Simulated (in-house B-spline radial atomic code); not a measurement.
Response of Hg²⁺ as one setting changes: the radius of a hard wall (bohr). Method: LDA VWN5. A dash marks a strongly mixed or unbound state. A box has no continuum, so excitations may lie above minus the highest level. Computed with an all-electron radial atomic-structure program (B-spline basis): linear response of the closed shell [Xe] 4f14 5d10 with the functional's adiabatic kernel; scalar-relativistic (spin-free one-electron X2C), finite nucleus, no spin-orbit coupling, no double excitations, S, P, D and F terms only; shells from n = 3 respond. Only terms of natural parity with L up to 3 were computed.

Spin-orbit coupling is strong here, so these LS terms don't match observed levels.

| radius of a hard wall (bohr) | lowest 1P (eV) | lowest 3P, Tamm-Dancoff (eV) | minus highest occupied level (eV) | α (bohr³) |
| --- | --- | --- | --- | --- |
| 2.5 | 5d → 6p 50.76 | 5d → 6p 47.83 | 13.365 | 2.568 |
| 3 | ? | ? | ? | ? |
| 3.5 | 5d → 6p 23.463 | 5d → 6p 21.090 | 26.467 | 5.388 |
| 4 | 5d → 6p 19.385 | 5d → 6p 17.320 | 28.022 | 6.527 |
| 4.5 | 5d → 6p 17.258 | 5d → 6p 15.440 | 28.654 | 7.308 |
| 5.5 | 5d → 6p 15.483 | 5d → 6p 13.971 | 28.994 | 8.014 |
| 6.5 | 5d → 6p 14.966 | 5d → 6p 13.586 | 29.038 | 8.179 |
| 8 | ? | ? | ? | ? |
| 10 | 5d → 6p 14.783 | 5d → 6p 13.468 | 29.043 | 8.211 |
| 15 | 5d → 6p 14.782 | 5d → 6p 13.468 | 29.043 | 8.211 |

(1) What belongs in the row for 3?

(2) What belongs in the row for 8?

Results:

(1) lowest 1P (eV): 5d → 6p 31.84; lowest 3P, Tamm-Dancoff (eV): 5d → 6p 29.137; minus highest occupied level (eV): 22.708; α (bohr³): 3.985.

(2) lowest 1P (eV): 5d → 6p 14.803; lowest 3P, Tamm-Dancoff (eV): 5d → 6p 13.479; minus highest occupied level (eV): 29.043; α (bohr³): 8.21.
